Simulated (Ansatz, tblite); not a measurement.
Cost and result up the ladder for the cluster Si3Ge (the lowest singlet isomer of a short search) (4 atoms). Charge 0, multiplicity 1. Geometry: r2SCAN-D4/def2-SVP.

```xyz
4

Si    0.736   -0.773    0.563
Si   -1.498   -1.304    0.242
Si   -0.769    0.749   -0.551
Ge    1.531    1.328   -0.254
```

Ansatz on 4 threads of Arm Neoverse N1 on a shared host; xTB runs through tblite on one thread. Times are rough, summed over both states, and most runs start from the orbitals of an earlier one. RPA@PBE/def2-TZVP serves as the yardstick here, not as an exact answer. The other state is a quintet at its own geometry.

The xTB rows come from tblite. B3LYP takes the VWN-RPA correlation. Correlated methods freeze 24 core orbitals; core or outer-core shells of Ge are correlated, in sets that lack core-valence functions. The structure comes from a short search, and lower isomers may exist.

Run but left out: HF/STO-3G (singlet: restricted singlet, unstable in another Hartree–Fock run and untested here); HF/def2-TZVP (singlet: restricted singlet, unstable towards broken spin symmetry); HF/def2-TZVPP, MP2/def2-TZVPP, CCSD/def2-TZVPP, CCSD(T)/def2-TZVPP (flagged by the program: large difference); MP2/def2-TZVP (quintet: ⟨S²⟩ 6.26, where a pure state has 6.00).

Correlated methods converge slowly with the basis.

xTB has no spin-polarisation term.

| level | functions | wall time |
| --- | --- | --- |
| GFN1-xTB | 36 | 0.014 s |
| GFN2-xTB | 36 | 0.029 s |
| LDA (SPW92)/def2-TZVP | 159 | 4 s |
| BLYP-D4/def2-TZVP | 159 | 7.9 s |
| PBE-D4/def2-TZVP | 159 | 8.3 s |
| RPA@PBE/def2-TZVP | 159 | 12 s |
| B3LYP-D4/def2-TZVP | 159 | 15 s |
| PBE0-D4/def2-TZVP | 159 | 16 s |
| r2SCAN-D4/def2-TZVP | 159 | 20 s |
| r2SCANh-D4/def2-TZVP | 159 | 25 s |
| CAM-B3LYP-D4/def2-TZVP (with forces) | 159 | 30 s |

Q: Estimate what each level gives for the quintet − singlet (eV).

A: 
```tsv
level	quintet − singlet (eV)	difference from RPA@PBE/def2-TZVP (eV)
GFN1-xTB	1.59	-1.32
GFN2-xTB	2.16	-0.75
LDA (SPW92)/def2-TZVP	2.91	0.00
BLYP-D4/def2-TZVP	2.89	-0.02
PBE-D4/def2-TZVP	2.72	-0.19
RPA@PBE/def2-TZVP	2.91	0.00
B3LYP-D4/def2-TZVP	2.90	0.00
PBE0-D4/def2-TZVP	2.71	-0.20
r2SCAN-D4/def2-TZVP	2.54	-0.37
r2SCANh-D4/def2-TZVP	2.53	-0.38
CAM-B3LYP-D4/def2-TZVP (with forces)	2.92	0.01
```
